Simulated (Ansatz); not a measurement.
CHF2 (SMILES F[CH-]F), charge -1, singlet, geometry from GFN2-xTB (a gas-phase anion, which may not be bound at this level).

Ansatz (a program for electronic structure) was given this input:
Ansatz 0.2 input:
```yaml
crystal:
  periodic: [false, false, false]
  atoms:
    - {symbol: C, position_ang: [-0.12204909, -0.00422136, 0.64509125]}
    - {symbol: F, position_ang: [-0.02347795, 1.13289904, -0.27210005]}
    - {symbol: F, position_ang: [0.00314120, -1.13074558, -0.28187669]}
    - {symbol: H, position_ang: [0.91532526, 0.00594698, 1.11524321]}
basis:
  gaussian:
    orbitals: 6-31G
hamiltonian:
  xc: r2scan
total_charge: -1
```

Question: What is the computed total energy (R2SCAN/6-31G (Ansatz))?

Answer: -238.1451 Eh

Question: Estimate the number of basis functions that R2SCAN/6-31G returns for this input.

Answer: 29

A gas-phase anion may not be bound at this level; its values then depend on the basis.
